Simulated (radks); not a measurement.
Results of a calculation; reference values are marked as such.
Task: These are the eigenvalues of the occupied orbitals of an atom or ion with whole-number occupations (eV). Code: a radial shooting solver on a logarithmic mesh with Libxc functionals. Model: scalar-relativistic Kohn-Sham, SCAN, spin-polarised, spherical densities, finite nucleus; meta-GGA in the generalised Kohn-Sham scheme; Fermi nuclear charge, rms radius of each element as measured or else 0.836 A^(1/3) + 0.57 fm.

orbital  eigenvalue
1s up     -59346.93
1s down   -59335.49
2s up     -12934.70
2s down   -12927.02
2p up     -11900.51
2p down   -11888.39
3s up     -5157.980
3s down   -5114.145
3p up     -4841.618

Which element is it, and in what charge state? The configuration may be excited. Open shells, if any, are filled with parallel spins first.

Result: Z = 67, holmium, charge +52: Ho52+ in [Ne] 3s2 3p3. The list shows which subshells hold electrons but not how many an open one holds; the 1s level, -2181 hartree, gives Z - s = 66.0 by -(Z - s)^2/2, which with screening and relativity narrows Z to a few neighbours, and the depths of the outer levels then fix element, charge and occupations together.
